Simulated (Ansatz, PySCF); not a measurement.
Pair of molecules: N2 (SMILES N#N) (first 2 atoms) with CH3F (SMILES CF); geometry from B3LYP-D3(BJ)/def2-TZVP, rigid monomers moved along the line of their centres of mass till N1···F4 is 3.57 Å.
(charge 0, multiplicity 1):
```xyz
7

N     -0.43196     0.02127    -0.04456
N      0.49951     0.05338    -0.61087
C     -0.35764    -0.65445     3.89039
F      0.85955    -0.62810     3.21795
H     -1.15734    -0.47028     3.17258
H     -0.48222    -1.63543     4.35059
H     -0.35154     0.12230     4.65605
```

Counterpoise-corrected where a basis set is named; no monomer relaxation.

Correlated levels freeze the cores. CBS(a, b) extrapolates the correlation energy as X⁻³ and adds the Hartree–Fock energy of set b.

The values were computed with Ansatz (Gaussian basis) for Hartree–Fock, density functionals and correlated methods; PySCF for the dispersion terms. Each number belongs to the level named beside it.

PBE/def2-TZVPPD gives -0.45 kcal/mol for the interaction energy.

Question: How do the other levels lie against it? Give each less PBE: PBE-D3(BJ)/def2-TZVPPD, r2SCAN/def2-TZVPPD, B3LYP/def2-TZVPPD, wB97M-V/def2-TZVPPD, MP2/CBS(aug-cc-pVDZ, aug-cc-pVTZ), MP2/CBS(aug-cc-pVDZ, aug-cc-pVTZ) + ΔCCSD(T)/aug-cc-pVDZ.

Answer: PBE-D3(BJ)/def2-TZVPPD -0.32; r2SCAN/def2-TZVPPD 0.01; B3LYP/def2-TZVPPD 0.33; wB97M-V/def2-TZVPPD -0.16; MP2/CBS(aug-cc-pVDZ, aug-cc-pVTZ) -0.23; MP2/CBS(aug-cc-pVDZ, aug-cc-pVTZ) + ΔCCSD(T)/aug-cc-pVDZ -0.19 kcal/mol. 2 of 6 lie above PBE; the widest gap is to B3LYP/def2-TZVPPD.

Ansatz is an electronic-structure program.
